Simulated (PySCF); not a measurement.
# Magnetic susceptibility: `[Ge@H]1([AsH2])[C@H](C)C[CH2]1`, C$_{4}$H$_{11}$AsGe

Geometry:
```
atom   x (Å)   y (Å)   z (Å)
  C1  -0.231   1.989   0.395
  C2  -0.341   0.573  -0.124
  C3  -1.642  -0.210   0.183
  C4  -1.156  -1.676   0.237
 Ge5   0.647  -0.971   0.655
 As6   2.583  -1.984  -0.393
  H7  -0.996   2.645  -0.056
  H8  -0.369   2.028   1.488
  H9   0.752   2.428   0.168
 H10  -0.146   0.543  -1.211
 H11  -2.012   0.092   1.178
 H12  -2.463  -0.021  -0.532
 H13  -1.158  -2.151  -0.756
 H14  -1.675  -2.338   0.944
 H15   0.914  -0.830   2.173
 H16   2.127  -1.535  -1.778
 H17   3.423  -0.725  -0.197
```

Method used: GIAO LC-wPBE/6-31G magnetisability, rotational g tensor and spin-rotation constants, non-relativistic, gas phase (PySCF 2.14.0). Geometry: PBE0-D3(BJ)/def2-SVP.

The calculation is non-relativistic, which matters for the atoms heavier than Zn.

How diamagnetic is it, and how anisotropic?

Isotropic -1789 × 10⁻³⁰ J/T², or -107.8 × 10⁻⁶ cm³/mol; principal values -1920, -1823, -1626 × 10⁻³⁰ J/T², anisotropy 259 × 10⁻³⁰ J/T² (root of half the summed squared differences of the principal values). The susceptibility is in cgs units.

Split it along the inertial axes a, b, c into diamagnetic and paramagnetic parts about the centre of mass, with the quadrupole moment.


| axis | χ (10⁻⁶ cm³/mol) | diamagnetic (10⁻⁶ cm³/mol) | paramagnetic (10⁻⁶ cm³/mol) | summed x² of all electrons (Å²) | quadrupole Θ (D Å) |
| --- | --- | --- | --- | --- | --- |
| a | -109.5 | -538.7 | 429.2 | 318.3 | -4.34 |
| b | -114.8 | -1513.9 | 1399.1 | 88.5 | +2.12 |
| c | -99.0 | -1726.0 | 1626.9 | 38.5 | +2.23 |

Anisotropies 2χaa − χbb − χcc = -5.2 and 2χbb − χaa − χcc = -21.1 × 10⁻⁶ cm³/mol. Θ is traceless in Buckingham's convention.

And the rotational g tensor?


| axis | rotational constant (GHz) | g | nuclear part | electronic part |
| --- | --- | --- | --- | --- |
| a | 3.1549 | -0.0020 | 0.6342 | -0.6362 |
| b | 0.8093 | +0.0001 | 0.5320 | -0.5319 |
| c | 0.7150 | -0.0053 | 0.5412 | -0.5465 |

Asymmetric top; isotopes 75As, 12C, 74Ge, 1H; no vibrational averaging.
